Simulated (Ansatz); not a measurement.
A single point on Cl₄H₂Si₂, SMILES `Cl[SiH](Cl)[SiH](Cl)Cl`.

```yaml
crystal:
  periodic: [false, false, false]
  atoms:
    - {symbol: Cl, position_ang: [-0.457209, -2.497177, -0.770820]}
    - {symbol: Si, position_ang: [0.561444, -1.006357, 0.191901]}
    - {symbol: Cl, position_ang: [2.354304, -0.667298, -0.723822]}
    - {symbol: Si, position_ang: [-0.712996, 0.950831, 0.047354]}
    - {symbol: Cl, position_ang: [-0.853085, 1.475007, -1.920760]}
    - {symbol: Cl, position_ang: [0.251218, 2.413225, 1.105051]}
    - {symbol: H, position_ang: [0.823021, -1.448492, 1.579275]}
    - {symbol: H, position_ang: [-2.081798, 0.814661, 0.591921]}
basis:
  gaussian: {orbitals: def2-QZVPP}
correlation: {method: mp2}
```

```sh
$ ansatz run in.yaml --threads 4 --pin off --events-out ev --progress --plain --max-ram 10444MiB
```

It prints (some lines left out):

```
Functional definition: HF
2829 factors; integrals over basis functions are off by at most 7.9e-4 eV
mean field evaluation 1: about -65778.2568 eV, gradient 2.3e1 eV
mean field evaluation 2: about -65778.5078 eV, gradient 2.3e1 eV
mean field evaluation 4: about -65780.4211 eV, gradient 3.1e0 eV
mean field evaluation 8: about -65780.4693 eV, gradient 1.9e-1 eV
mean field -65780.46953436 eV, -2417.3876677842 hartree, gradient 2.5e-6 eV, S^2 0.000000; 0 other end points of the search recorded, 0 dependent functions left out
30 core orbitals not correlated: weight in the atoms' cores, before any rotation towards them, 1.000 or more for the frozen orbitals, at most 0.000 for the correlated occupied ones
reference -65780.46953436 eV, -2417.3876677842 hartree; 19, 19 occupied and 431, 431 virtual orbitals, 2829 factors
second order -29.44976203 eV of doubles, -0.00000000 eV of singles
Total energy: -65809.91929639 eV, -2418.4699265770 hartree
```

It took 29 s on 4 threads of an Arm Neoverse V1 on a shared host, with 2.9 GiB of host memory at the peak.
